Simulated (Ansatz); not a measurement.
`[K][Br]` + H₂ → `[KH]` + HBr at 298.15 K and 1 bar (hydrogenolysis of a K–Br bond).

Isolated molecules relaxed with PBE0-D4/def2-TZVP in Ansatz; ΔE leaves out vibrations. CCSD(T)/CBS is the MP2 limit (def2-TZVPP, def2-QZVPP) plus CCSD(T) − MP2 in def2-TZVPP, frozen cores. This one scheme is used for every species. For Br, K outer-core shells are correlated without core-valence functions, which leaves a few kJ/mol of doubt a bond. Scalar relativity is left out up to krypton.

```tsv
species	CCSD(T)/CBS energy (Eh)	H − E (kJ/mol)	S (J/(mol·K))
`[K][Br]`	-3172.84244	11.4	250.6
H₂	-1.17544	35.1	130.4
`[KH]`	-599.99245	14.6	197.9
HBr	-2573.91920	24.6	198.6
```

H − E and S are ideal-gas, rigid-rotor, harmonic terms from PBE0-D4/def2-TZVP. The MP2-based limit puts H₂ 0.8 mEh under its directly extrapolated value; such offsets cancel only in part. 1 Eh = 2625.50 kJ/mol, R = 8.31446 J/(mol·K).

**Question.** By hand: ΔE, ΔH, ΔS and ΔG.

**Answer.** ΔE = (-599.99245) + (-2573.91920) − (-3172.84244) − (-1.17544) = 0.10623 Eh = 278.9 kJ/mol. Δ(H − E) = 14.6 + 24.6 − 11.4 − 35.1 = -7.3, so ΔH = 271.6 kJ/mol. ΔS = 197.9 + 198.6 − 250.6 − 130.4 = 15.5 J/(mol·K). ΔG = 271.6 − 298.15 × (15.5)/1000 = 267.0 kJ/mol.

**Question.** By hand: the equilibrium constant, and the temperature at which ΔG would vanish if ΔH and ΔS stayed fixed.

**Answer.** log₁₀ K = −ΔG/(RT ln 10) = -46.8. ΔG = 0 at ΔH/ΔS = 17523 K, far beyond where these terms or the molecules hold.

ΔH outweighs TΔS. A doubt of 5 kJ/mol in ΔE shifts log₁₀ K by 0.9 here. These are equilibria of isolated gas molecules and say nothing of rates. Largest T1 diagnostic: 0.017 (customary marks: 0.02 for closed shells, 0.045 for open ones).
